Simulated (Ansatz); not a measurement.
Consider the redistribution: `C[O][GeH]([F])[O]C` + `[F][SnH]([SH])[Cl]` → `C[O][GeH]([F])[SH]` + `C[O][SnH]([F])[Cl]`.

Computed with Ansatz on PBE0-D4/def2-TZVP structures; ΔE is electronic, products minus reactants. CCSD(T)/CBS adds triple-zeta CCSD(T) − MP2 to the extrapolated MP2 energy (def2 sets, frozen cores). Functionals use def2-TZVPP. B3LYP here is the variant with VWN-RPA as its local correlation; programs differ in this. Elements past krypton have def2 core potentials. For Ge, Sn outer-core shells are correlated without core-valence functions, which leaves a few kJ/mol of doubt a bond. Scalar relativity is left out up to krypton. One conformer a species, not always the lowest.

`C[O][GeH]([F])[O]C`:

```xyz
13

C     1.461    1.685   -0.549
O     0.701    0.817    0.269
Ge   -0.962    0.436   -0.136
F    -0.942   -0.023   -1.812
O    -1.439   -0.930    0.834
C    -0.625   -2.090    0.889
H     1.047    2.700   -0.561
H     2.468    1.732   -0.132
H     1.525    1.320   -1.579
H    -1.968    1.569    0.034
H    -0.594   -2.600   -0.079
H     0.396   -1.853    1.199
H    -1.069   -2.764    1.624
```

`[F][SnH]([SH])[Cl]`:

Cartesian coordinates in Å:
```
F -0.809 -0.878 1.634
Sn 0.392 -0.314 0.259
S -0.824 -0.137 -1.763
Cl 1.038 1.784 0.969
H 1.683 -1.408 0.229
H -1.480 0.954 -1.328
```

`C[O][GeH]([F])[SH]`:

Z-matrix (Å, degrees):
```
C
O 1 1.415
H 1 1.091 2 107.5
H 1 1.096 2 111.8 3 119.1
H 1 1.095 2 111.2 3 -118.9
Ge 2 1.752 1 121.1 3 -168.7
S 6 2.208 2 112.6 1 49.7
F 6 1.738 2 107.8 1 -64.7
H 6 1.525 2 106.5 1 177.9
H 7 1.344 6 91.2 2 -109.6
```

`C[O][SnH]([F])[Cl]`:

```xyz
9

C     1.112    0.210    0.968
O     0.895   -0.029   -0.410
Sn   -0.886   -0.250   -1.123
F    -1.623   -1.787   -0.262
Cl   -2.202    1.493   -0.387
H     2.182    0.386    1.104
H     0.821   -0.649    1.581
H     0.571    1.095    1.323
H    -0.871   -0.468   -2.794
```

| level | ΔE (kcal/mol) | difference from CCSD(T)/CBS |
| --- | --- | --- |
| r2SCAN-D4 | 6.7 | -0.2 |
| PBE0-D4 | 7.0 | 0.1 |
| B3LYP-D4 | 6.9 | 0.0 |
| B2PLYP | 7.3 | 0.4 |
| PBE | 5.8 | -1.1 |
| r2SCAN | 6.8 | -0.1 |
| B3LYP | 7.3 | 0.4 |
| HF/def2-TZVPP | 10.2 | 3.3 |
| MP2/def2-TZVPP | 7.6 | 0.7 |
| SCS-MP2/def2-TZVPP | 7.8 | 0.9 |
| CCSD/def2-TZVPP | 8.1 | 1.2 |
| CCSD(T)/def2-TZVPP | 7.6 | 0.7 |
| HF/def2-QZVPP | 10.2 | 3.3 |
| MP2/def2-QZVPP | 7.2 | 0.3 |
| HF/CBS(def2) | 10.2 | 3.3 |
| CCSD/CBS(def2) | 7.4 | 0.5 |
| CCSD(T)/CBS | 6.9 | 0 |

Largest T1 diagnostic among the species: 0.014.

In def2-TZVPP, CCSD(T) changes the Hartree–Fock value by −2.7 kcal/mol (the triples alone add −0.6 kcal/mol) and MP2 by −2.6 kcal/mol. From PBE to PBE0 (25 % exact exchange), in def2-TZVPP and without D4, ΔE moves by +1.4 kcal/mol.
